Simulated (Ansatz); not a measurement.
Cost and result for the atomization energy of `[GeH3][SiH2][SiH2][SiH2][GeH3]` (17 atoms, 16 bonds).

```xyz
17

Ge    1.443    0.156    2.224
Si    0.107    1.697    0.997
Si   -1.800    0.616    0.188
Si   -1.126   -1.348   -0.886
Ge    0.608   -0.858   -2.441
H     2.685    0.842    2.819
H     0.628   -0.460    3.374
H     1.912   -0.984    1.304
H     0.901    2.210   -0.155
H    -0.255    2.851    1.866
H    -2.716    0.301    1.320
H    -2.526    1.490   -0.776
H    -2.266   -1.996   -1.592
H    -0.603   -2.302    0.132
H     0.126    0.181   -3.468
H     1.054   -2.121   -3.197
H     1.827   -0.276   -1.705
```

Charge 0, multiplicity 1. Correlated methods include outer-core shells of Ge, which these sets cover unevenly. Scalar relativity is left out up to krypton. The structure was optimised at the PBE0-D4/def2-TZVP level. It is one conformer, not always the lowest. Program: Ansatz. All runs use 3 threads of an AMD EPYC 7R13 on a shared host and a share of an NVIDIA H100 80 GB. Times are those of one run each, without the atoms' runs, and a repeat can differ threefold. Electronic energies, without spin–orbit coupling; frozen cores. CCSD(T)/CBS adds CCSD(T) − MP2 in def2-TZVPP to the MP2 limit, and its time is that of the two runs behind it. T1 = 0.013. With those shells the extrapolation isn't a true limit. B3LYP takes the VWN-RPA correlation (the form of Gaussian; ORCA's B3LYP/G). HSE06 is the plane-wave form, built on full-range PBE exchange.

CCSD(T)/CBS is a level of theory with its own doubt, some kJ/mol a heavy atom from the limit and from the frozen cores, so smaller differences don't rank the functionals.

```
                             level  functions  wall time
               BHLYP-D4/def2-TZVPP        390        4 s
                BLYP-D4/def2-TZVPP        390      4.1 s
            LDA (SPW92)/def2-TZVPP        390      5.5 s
               HSE06-D4/def2-TZVPP        390      5.5 s
           CAM-B3LYP-D4/def2-TZVPP        390      6.5 s
                 B2PLYP/def2-TZVPP        390      6.5 s
                  CCSD(T)/def2-SVP        178      6.5 s
               PBE-QIDH/def2-TZVPP        390        7 s
r2SCAN-D4/def2-TZVPP (with forces)        390        8 s
 B3LYP-D4/def2-TZVPP (with forces)        390      8.5 s
                    MP2/def2-QZVPP        748       13 s
                CCSD(T)/def2-TZVPP        390       34 s
                 CCSD(T)/CBS(def2)          –       46 s
```

(1) What atomization energy does each give, and how far from CCSD(T)/CBS? (Best estimate.)

Answers

(1) Computed: 
| level | atomization (kJ/mol) | difference from CCSD(T)/CBS | per bond |
| --- | --- | --- | --- |
| BHLYP-D4/def2-TZVPP | 4671.3 | -60.7 | -3.8 |
| BLYP-D4/def2-TZVPP | 4617.6 | -114.4 | -7.2 |
| LDA (SPW92)/def2-TZVPP | 5204.1 | 472.1 | 29.5 |
| HSE06-D4/def2-TZVPP | 4650.9 | -81.1 | -5.1 |
| CAM-B3LYP-D4/def2-TZVPP | 4707.8 | -24.2 | -1.5 |
| B2PLYP/def2-TZVPP | 4614.5 | -117.5 | -7.3 |
| CCSD(T)/def2-SVP | 4405.7 | -326.3 | -20.4 |
| PBE-QIDH/def2-TZVPP | 4651.8 | -80.2 | -5.0 |
| r2SCAN-D4/def2-TZVPP (with forces) | 4720.8 | -11.2 | -0.7 |
| B3LYP-D4/def2-TZVPP (with forces) | 4692.4 | -39.6 | -2.5 |
| MP2/def2-QZVPP | 4600.5 | -131.5 | -8.2 |
| CCSD(T)/def2-TZVPP | 4633.5 | -98.5 | -6.2 |
| CCSD(T)/CBS(def2) | 4732.0 | 0.0 | 0.0 |

At CCSD(T), def2-SVP lies −326.3 kJ/mol from the extrapolated value and def2-TZVPP −98.6 kJ/mol: correlation converges slowly with the basis, and small sets miss more of it in the bonded molecule than in its fragments. From BLYP to BHLYP (50 % exact exchange), in def2-TZVPP and without D4, the atomization energy moves by +84.4 kJ/mol. The D4 term adds +81.2 kJ/mol with B3LYP and +44.2 kJ/mol with PBE0; it sums over pairs of atoms, weighted by their polarisabilities, and B3LYP, whose exchange is more repulsive, gets the larger term.
